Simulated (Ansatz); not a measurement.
Consider the ligand exchange at the Si–C bond: `NC[SiH](Cl)Cl` + `O[SiH2]O` → `O[SiH2]O[SiH](Cl)Cl` + CH₃NH₂.

Program: Ansatz. Geometries: PBE0-D4/def2-TZVP. ΔE: electronic, gas phase. CBS: MP2 limit from def2 TZ/QZ plus the TZ coupled-cluster correction, frozen cores. DFT in def2-TZVPP. One conformer a species, not always the lowest.

Task: Is it downhill or uphill in electronic energy at CCSD(T)/CBS, and by how much? (Best estimate.)

Result: The calculation gave: Downhill: ΔE = -1.33 eV.

Task: What do these levels give: PBE0-D4, ωB97X-V, r2SCAN, HF/def2-TZVPP, HF/CBS(def2), MP2/CBS(def2)? (Best estimate.)

Result: Ansatz gave: PBE0-D4 -1.22, ωB97X-V -1.30, r2SCAN -1.29, HF/def2-TZVPP -1.57, HF/CBS(def2) -1.60, MP2/CBS(def2) -1.33 eV.

Largest T1 diagnostic among the species: 0.011.

In def2-TZVPP, CCSD(T) changes the Hartree–Fock value by +0.24 eV (the triples alone add +0.04 eV) and MP2 by +0.24 eV. From PBE to PBE0 (25 % exact exchange), in def2-TZVPP and without D4, ΔE moves by −0.08 eV.
